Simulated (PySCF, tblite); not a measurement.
Isomers of C7H11 (doublet state). Level: GFN2-xTB in tblite, geometry and Hessian alike; calculated harmonic values, unscaled, isolated species. Errors from tens to a few hundred cm⁻¹ against measured bands are possible. One conformer each. Open shells enter through the occupations alone, without spin polarisation, and single modes of such species can be off by tens of per cent.

Electronic energies: B3LYP/pcH-1 single points on the GFN2-xTB geometries (PySCF, gas phase).

```
              SMILES  electronic energy, lowest = 0 (kJ/mol)
        C=C=CC[CH]CC                                   135.5
     CCC12C[C](C1)C2                                   234.7
   [CH2]C/C(C=C)=C\C                                    91.7
       C=C[C](C=C)CC                                     0.0
    C#CC(C)(C)C[CH2]                                   161.3
C[C@@]1(C2CC2)[CH]C1                                   189.7
```

Q: How do GFN2-xTB zero-point energies change the relative energies?

A: 
```
              SMILES  ZPE (kJ/mol)  of it from modes above 1550 cm⁻¹  electronic (kJ/mol)  with ZPE, lowest = 0 (kJ/mol)  lowest mode (cm⁻¹)  rings
       C=C[C](C=C)CC         404.6                             210.9                  0.0                            0.0                  67      0
   [CH2]C/C(C=C)=C\C         398.7                             221.0                 91.7                           85.8                  47      0
        C=C=CC[CH]CC         399.6                             210.8                135.5                          130.5                  34      0
    C#CC(C)(C)C[CH2]         397.9                             215.7                161.3                          154.5                  94      0
C[C@@]1(C2CC2)[CH]C1         407.6                             201.2                189.7                          192.7                  68      2
     CCC12C[C](C1)C2         416.1                             198.7                234.7                          246.1                  66      3
```

The zero-point energies span 18.2 kJ/mol, from `C#CC(C)(C)C[CH2]` to `CCC12C[C](C1)C2`. The order is unchanged.

Q: And how do the electronic energies of GFN2-xTB itself compare?

A: `C=C[C](C=C)CC` 0.0; `[CH2]C/C(C=C)=C\C` 107.0; `C=C=CC[CH]CC` 129.5; `C#CC(C)(C)C[CH2]` 135.3; `C[C@@]1(C2CC2)[CH]C1` 103.1; `CCC12C[C](C1)C2` 116.4 kJ/mol, lowest = 0. Against the energies above, taken from the same isomer `C=C[C](C=C)CC`, the largest difference is 118.3 kJ/mol.

Q: What do entropy and thermal enthalpy add at 298.15 K and 1 bar (rigid rotor, harmonic oscillator, one conformer each)?

A: 
```
              SMILES  point group  symmetry number  S (J/(mol K))  H − H(0) (kJ/mol)  ZPE + H − H(0) − TS (kJ/mol)
       C=C[C](C=C)CC           C1                1          379.7              25.14                         316.6
   [CH2]C/C(C=C)=C\C           C1                1          397.8              27.12                         307.2
        C=C=CC[CH]CC           C1                1          403.7              26.89                         306.1
    C#CC(C)(C)C[CH2]           C1                1          391.2              27.70                         308.9
C[C@@]1(C2CC2)[CH]C1           C1                1          361.0              22.79                         322.8
     CCC12C[C](C1)C2           Cs                1          346.2              20.55                         333.4
```

S holds R ln(2S + 1) for the spin.
